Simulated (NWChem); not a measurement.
Basis-set convergence for AgCl

```xyz
2

Ag     0.0000     0.0000    -0.6112
Cl     0.0000     0.0000     1.6897
```
Charge 0, spin multiplicity 1.

All runs are NWChem calculations. All single points use one geometry, from PBE/def2-SVP with def2 effective core potentials on Ag, a minimum by its harmonic frequencies.

Quantity: vertical ionisation energy at the level ΔMP2 (Δ: difference of total energies, the cation a doublet at the parent's geometry with its hole in an orbital of symmetry b1 (C2v labels); it is the state that the SCF runs reached, from PBE0 orbitals for Hartree-Fock references, and need not be the lowest).

Effective core potentials replace the inner electrons of Ag; spin-orbit coupling is left out. The correlated methods keep 9 core orbitals frozen. The structure started from a generated list of species. No SCF solution was tested for a lower state. Open-shell Hartree-Fock references start from PBE0 orbitals; any time given for them includes that run.

Relative cost: rough, from shared machines, SCF included, def2-SVP = 1.

| basis | functions | vertical ionisation energy (eV) | relative cost |
|---|---|---|---|
| def2-SVP | 49 | [?] | 1 |
| def2-SVPD | 61 | 9.89 | under 3 |
| def2-TZVP | 77 | 9.88 | under 3 |
| def2-TZVPD | 86 | 9.94 | under 3 |
| def2-TZVPP | 98 | [?] | 3 |
| def2-QZVP | 142 | [?] | 10 |

Question: Fill in the missing entries.

Answer: 
- def2-SVP, vertical ionisation energy (eV): 9.49
- def2-TZVPP, vertical ionisation energy (eV): 9.95
- def2-QZVP, vertical ionisation energy (eV): 10.12
